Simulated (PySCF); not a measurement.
C₂H₆Te, SMILES C[Te]C. Atoms are numbered in the order given.

```xyz
9

C      1.5870     0.0000    -1.0854
Te     0.0000     0.0000     0.4026
C     -1.5870     0.0000    -1.0854
H      1.5125    -0.9031    -1.7048
H      2.5435     0.0000    -0.5455
H      1.5125     0.9031    -1.7048
H     -1.5125    -0.9031    -1.7048
H     -2.5435     0.0000    -0.5455
H     -1.5125     0.9031    -1.7048
```

Geometry optimised at B3LYP-D3(BJ)/def2-SVP. The def2 effective core potentials stand for the cores of Te; spin–orbit coupling is left out.

The numbers are results of PBE0/def2-TZVPD (PySCF), not measurements.

Gas-phase values at a fixed geometry.

The total energy is -347.77808 hartree and the point group comes out as C2v. The highest occupied level comes out as -5.71 eV, the lowest empty level is -0.69 eV and the orbital gap is 5.01 eV. The dipole moment is 1.28 D and the quadrupole, principal values (traceless, Buckingham form, about the centre of nuclear charge) is -4.69, 0.44, 4.25 D·Å. The mean static polarisability is 71.6 bohr³ (10.61 Å³) and the polarisability, principal values is 62.2, 72.1, 80.5 bohr³.
